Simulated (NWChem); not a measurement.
All runs are NWChem calculations. System: H₂F₂Ge, charge 0, spin multiplicity 1, at a geometry optimised with PBE0/def2-SVP. The structure started from a generated list of species. Level: G0W0@PBE/def2-TZVPP, RI basis def2-tzvpp-rifit.

Part of the output:

```
             Northwest Computational Chemistry Package (NWChem) 7.3.0
             --------------------------------------------------------

                                NWChem Input Module
                                -------------------

 Scaling coordinates for geometry "geometry" by  1.889725989
 (inverse scale =  0.529177249)

 Turning off AUTOSYM since
 SYMMETRY directive was detected!

                             Geometry "geometry" -> ""
                             -------------------------

 Output coordinates in angstroms (scale by  1.889725989 to convert to a.u.)

  No.       Tag          Charge          X              Y              Z
 ---- ---------------- ---------- -------------- -------------- --------------
    1 Ge                  32.0000     0.00000000     0.00000000     0.33420100
    2 F                    9.0000    -1.37230900     0.00000000    -0.71731700
    3 F                    9.0000     1.37230900     0.00000000    -0.71731700
    4 H                    1.0000     0.00000000    -1.31818100     1.10864200
    5 H                    1.0000     0.00000000     1.31818100     1.10864200

 Effective nuclear repulsion energy (a.u.)     221.4995802660

            Nuclear Dipole moment (a.u.)
            ----------------------------
        X                 Y               Z
 ---------------- ---------------- ----------------
     0.0000000000     0.0000000000     0.0000188973

      Symmetry information
      --------------------

 Group name             C2v
 Group number             16
 Group order               4
 No. of unique centers     3

      Symmetry unique atoms

     1    2    4


 Summary of "ao basis" -> "" (spherical)
 ------------------------------------------------------------------------------
       Tag                 Description            Shells   Functions and Types
 ---------------- ------------------------------  ------  ---------------------
 *                         def2-tzvpp                 on all atoms

 new library libraries.bse/

 Summary of "ri basis" -> "" (spherical)
 ------------------------------------------------------------------------------
       Tag                 Description            Shells   Functions and Types
 ---------------- ------------------------------  ------  ---------------------
 *                      def2-tzvpp-rifit              on all atoms

  pbe96 is a nonlocal functional; adding pw91lda local functional.

                                 NWChem DFT Module
[...]
     6      1.149184  1 Ge s                 21      0.994039  1 Ge pz
   113     -0.959986  4 H  s                127     -0.959986  5 H  s
    18      0.340051  1 Ge pz                 5      0.235220  1 Ge s
   112     -0.173900  4 H  s                126     -0.173900  5 H  s
    39      0.155399  1 Ge d  0              12     -0.131680  1 Ge pz

 center of mass
 --------------
 x =   0.00000000 y =   0.00000000 z =  -0.00524690

 moments of inertia (a.u.)
 ------------------
         120.653049616895           0.000000000000           0.000000000000
           0.000000000000         363.679665793732           0.000000000000
           0.000000000000           0.000000000000         268.041177154173

     Multipole analysis of the density
     ---------------------------------

     L   x y z        total         alpha         beta         nuclear
     -   - - -        -----         -----         ----         -------
     0   0 0 0      0.000000    -26.000000    -26.000000     52.000000

     1   1 0 0      0.000000      0.000000      0.000000      0.000000
     1   0 1 0     -0.000000     -0.000000     -0.000000      0.000000
     1   0 0 1      0.955059      0.477520      0.477520      0.000019

     2   2 0 0    -23.602214    -72.327390    -72.327390    121.052566
     2   1 1 0      0.000000      0.000000      0.000000      0.000000
     2   1 0 1      0.000000      0.000000      0.000000      0.000000
     2   0 2 0    -19.988616    -16.199393    -16.199393     12.410171
     2   0 1 1     -0.000000     -0.000000     -0.000000      0.000000
     2   0 0 2    -20.795564    -37.705801    -37.705801     54.616037

 Task  times  cpu:       16.4s     wall:       16.4s

                                NWChem Input Module
                                -------------------

                                 NWChem GW Module
                                 ----------------

                             ***********************
                             ***        GW       ***
                             ***********************

 Summary of "ri basis" -> "ri basis" (spherical)
 ------------------------------------------------------------------------------
       Tag                 Description            Shells   Functions and Types
 ---------------- ------------------------------  ------  ---------------------
 Ge                     def2-tzvpp-rifit            37      159   10s9p8d5f4g1h
 F                      def2-tzvpp-rifit            22       76   8s6p4d3f1g
 H                      def2-tzvpp-rifit            10       30   4s3p2d1f

                 Memory Information
                 ------------------
          Available GA per process is          1699.9 MBs
          Available stack per process is        700.0 MBs
          Available heap per process is           0.0 MBs

          Peak memory in Initialization
              Peak GA per process is                 12.1 MBs
              Peak stack per process is               0.2 MBs
              Peak heap per process is               12.7 MBs
              Memory not in MA per process            0.0 MBs

          Peak memory in AFF Calculation
              Peak GA per process is                 83.7 MBs
              Peak stack per process is              64.7 MBs
              Peak heap per process is                0.0 MBs
              Memory not in MA per process           64.7 MBs

          Computing 2-center integrals
          Computing Inverse Cholesky factor
          Computing 3-center integrals
          Computing V_xc ...

          Computing Sigma_x
          Computing RPA polarizability
          Solving quasiparticle equations

                  Alpha Orbitals
          State     Energy (eV)     Error (eV)
          -----------------------------------
@GW        23        -13.598           0.003
@GW        24        -13.375           0.003
@GW        25        -13.363           0.003
@GW        26        -12.359           0.003
@GW        27          2.165           0.002
@GW        28          2.638           0.002

   Applying  -3.9114 eV scissor-shift to rest of particle states

   Applying   3.0787 eV scissor-shift to rest of hole states

     GW Timing Statistics
   ------------------------
   Init.   :          0.1s
     ERIs  :          1.9s
     Distr.:          0.0s
     Vxc   :          0.2s
   Sigma_x :          0.0s
   RPA     :          5.7s
   Wmn     :          0.1s
   Sigma_c :          0.0s
   GW total:          8.1s

 Task  times  cpu:        8.1s     wall:        8.1s

 Total times  cpu:       24.5s     wall:       24.5s
```

Question: Write an NWChem input that would produce this output.

Answer: One answer among several that fit: 
```
start mol
memory heap 200 mb stack 700 mb global 1700 mb
geometry units angstroms nocenter noautoz
  Ge     0.000000     0.000000     0.334201
  F     -1.372309     0.000000    -0.717317
  F      1.372309     0.000000    -0.717317
  H      0.000000    -1.318181     1.108642
  H      0.000000     1.318181     1.108642
  symmetry group C2v
end
basis spherical
  * library def2-tzvpp
end
basis "ri basis" bse spherical
  * library def2-tzvpp-rifit
end
dft
  xc xpbe96 cpbe96
  iterations 100
  direct
  tolerances tight
end
task dft energy
gw
  states alpha occ 4 vir 2
end
task dft gw
```
